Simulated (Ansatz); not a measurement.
`C[SiH2]S[SiH3]` + `C=C(O)F` → `C=C(F)O[SiH2]C` + `[SiH3]S`  (ligand exchange at the Si–S bond)

Gas-phase electronic energies from Ansatz, PBE0-D4/def2-TZVP geometries. CCSD(T)/CBS is the MP2 limit (def2-TZVPP, def2-QZVPP) plus CCSD(T) − MP2 in def2-TZVPP, frozen cores. Functionals use def2-TZVPP. Each species was taken in one conformer, which may not be the lowest.

(1) Is it downhill or uphill in electronic energy at CCSD(T)/CBS, and by how much? (An estimate is asked.)

(2) What do these levels give: PBE, PBE0, MP2/def2-TZVPP, CCSD(T)/def2-TZVPP, MP2/CBS(def2), CCSD/CBS(def2)? (An estimate is asked.)

Largest T1 diagnostic among the species: 0.012.

Answers

(1) The calculation gave: Downhill: ΔE = -0.27 eV.

(2) Ansatz gave: PBE -0.17, PBE0 -0.18, MP2/def2-TZVPP -0.27, CCSD(T)/def2-TZVPP -0.31, MP2/CBS(def2) -0.23, CCSD/CBS(def2) -0.30 eV.

In def2-TZVPP, CCSD(T) changes the Hartree–Fock value by +0.14 eV (the triples alone add +0.03 eV) and MP2 by +0.18 eV. The D4 term adds +0.04 eV with B3LYP and +0.02 eV with PBE0; it sums over pairs of atoms, weighted by their polarisabilities, and B3LYP, whose exchange is more repulsive, gets the larger term.

B3LYP here is the variant with VWN-RPA as its local correlation; programs differ in this.
